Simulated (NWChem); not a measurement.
Molecule: C3H6O; SMILES C=COC

```xyz
10

C     -0.1035     1.8741     0.0040
C      0.3367     0.6146    -0.0044
O     -0.4870    -0.4504    -0.0055
C      0.1264    -1.7100    -0.0007
H     -1.1724     2.0974     0.0118
H      0.6110     2.6971     0.0024
H      1.4112     0.3826    -0.0123
H     -0.6731    -2.4624    -0.0028
H      0.7484    -1.8622     0.9000
H      0.7559    -1.8653    -0.8958
```
Atoms are numbered in this order, from 1.

Level: PBE0/def2-SVP (NWChem), optimised geometry, unscaled harmonic frequencies. 

```json
[
 {"frequency (cm⁻¹)": "25", "IR intensity (km/mol)": "0.1"},
 {"frequency (cm⁻¹)": "170", "IR intensity (km/mol)": "3.6"},
 {"frequency (cm⁻¹)": "313", "IR intensity (km/mol)": "1.5"},
 {"frequency (cm⁻¹)": "527", "IR intensity (km/mol)": "4.0"},
 {"frequency (cm⁻¹)": "709", "IR intensity (km/mol)": "4.3"},
 {"frequency (cm⁻¹)": "847", "IR intensity (km/mol)": "60.6"},
 {"frequency (cm⁻¹)": "902", "IR intensity (km/mol)": "7.7"},
 {"frequency (cm⁻¹)": "984", "IR intensity (km/mol)": "16.3"},
 {"frequency (cm⁻¹)": "1130", "IR intensity (km/mol)": "13.9"},
 {"frequency (cm⁻¹)": "1176", "IR intensity (km/mol)": "0.5"},
 {"frequency (cm⁻¹)": "1199", "IR intensity (km/mol)": "74.6"},
 {"frequency (cm⁻¹)": "1291", "IR intensity (km/mol)": "217.3"},
 {"frequency (cm⁻¹)": "1337", "IR intensity (km/mol)": "48.2"},
 {"frequency (cm⁻¹)": "1407", "IR intensity (km/mol)": "29.1"},
 {"frequency (cm⁻¹)": "1468", "IR intensity (km/mol)": "7.4"},
 {"frequency (cm⁻¹)": "1472", "IR intensity (km/mol)": "4.5"},
 {"frequency (cm⁻¹)": "1480", "IR intensity (km/mol)": "29.8"},
 {"frequency (cm⁻¹)": "1754", "IR intensity (km/mol)": "186.6"},
 {"frequency (cm⁻¹)": "3018", "IR intensity (km/mol)": "74.8"},
 {"frequency (cm⁻¹)": "3097", "IR intensity (km/mol)": "40.7"},
 {"frequency (cm⁻¹)": "3149", "IR intensity (km/mol)": "15.6"},
 {"frequency (cm⁻¹)": "3176", "IR intensity (km/mol)": "14.0"},
 {"frequency (cm⁻¹)": "3193", "IR intensity (km/mol)": "0.5"},
 {"frequency (cm⁻¹)": "3303", "IR intensity (km/mol)": "1.3"}
]
```

zero-point energy: 53.1 kcal/mol
thermal correction to the enthalpy at 298.15 K (with zero-point energy): 57.0 kcal/mol
heat capacity Cv: 16.3 cal/(mol K)
entropy at 298.15 K and 1 atm (symmetry number 1): 73.1 cal/(mol K)
dipole moment: 1.81 D

Rigid rotor and harmonic oscillator; modes under 100 cm⁻¹ make the entropy uncertain.
